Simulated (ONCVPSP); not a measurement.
**indium, ONCV: configuration errors across variants**

- Element: In (Z = 49)
- Generator: ONCVPSP 4.0.1
- Type: optimised norm-conserving Vanderbilt (ONCV)
- Functional: LDA (Perdew-Wang 92)
- Relativity: scalar-relativistic
- Frozen core: [Kr] 4d10
- Valence charge: 3
- Reference configuration: 5s1.75 5p1.25
- Partial waves: 5s: rc 2.25 bohr, ncon 3, nbas 6, qcut 3.2 1/bohr, 2 projectors, debl 0.3 Ha; 5p: rc 2.75 bohr, ncon 4, nbas 9, qcut 2.6 1/bohr, 2 projectors, debl 1.5 Ha; d scattering state at 0.44 Ha: rc 2.45 bohr, ncon 4, nbas 7, qcut 4.4 1/bohr, 3 projectors, debl 2 Ha
- Local potential: polynomial inside 2.15 bohr (lpopt 5, dvloc0 -1 Ha)
- Core correction: Teter function, fcfact 4.5, rcfact 1.7

In the s channel the program set the typed energies aside and used -0.321, 0.250 Ha.

All-electron excitation energies from the reference (eV): (1) 5s2 5p1 -1.456; (2) 5s2 5p0 4.133; (3) 5s1 5p0 23.788; (4) 5s1 5p2 4.483.

1 further variants failed, have other tests or too few solved ones, and are left out.

A true bound ghost makes a file unfit for plane-wave use even where its test errors are small: the radial tests pick states by their node count and pass the ghost by.

Errors AE − PS in meV (a dash: test not solved or not reliable):

| change | (1) | (2) | (3) | (4) | bound ghosts | GHOST(+) flags above zero |
| --- | --- | --- | --- | --- | --- | --- |
| base | -0.9 | -95 | -501 | -7.8 | d | s |
| d: qcut 5.2 | -0.9 | -95 | -501 | -7.8 | d | s |
| p: rc 2.58 | -1.0 | -94 | -495 | -8.8 | d | s, p |
| s: rc 2.08; local potential polynomial inside 2.08 bohr (lpopt 5, dvloc0 -1 Ha) | -0.8 | -95 | -498 | -6.8 | d | s |
| p: qcut 4 | -1.2 | -94 | -490 | -11 | d | s, p |
| core correction Teter function, fcfact 4.5, rcfact 1.6 | -0.7 | -65 | -403 | -6.2 | d | s |

Task: Give the same row for: p: ncon 3, nbas 8.

Result: -0.6, -95, -503, -7.3; bound ghosts: d; GHOST(+) flags above zero: s.
